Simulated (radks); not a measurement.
The numbers below are computed, except where a source is named.
Task: All-electron atom: Ce29+ in [Ar] 3d10 4s1. Level of theory: Dirac Kohn-Sham, PBE, spin-unpolarised, spherical densities, finite nucleus; Fermi nuclear charge, rms radius 4.8771 fm (a radial shooting solver on a logarithmic mesh with Libxc functionals). Some entries of the table are withheld. Estimate them.

orbital,occ.,eigenvalue (eV),r(max) (bohr)
1s1/2,2,-41262.86,0.01574
2s1/2,2,-7442.006,0.08912
2p1/2,2,-7088.810,(1)
2p3/2,4,-6639.939,(2)
3s1/2,2,-2327.926,0.2525
3p1/2,2,-2179.212,(3)
3p3/2,4,-2087.396,(4)
3d3/2,4,-1831.268,0.1996
3d5/2,6,-1811.116,0.2027
4s1/2,1,-1087.585,0.5489

Result: 
(1) 2p1/2 r(max) (bohr): 0.06788
(2) 2p3/2 r(max) (bohr): 0.07312
(3) 3p1/2 r(max) (bohr): 0.2389
(4) 3p3/2 r(max) (bohr): 0.2499
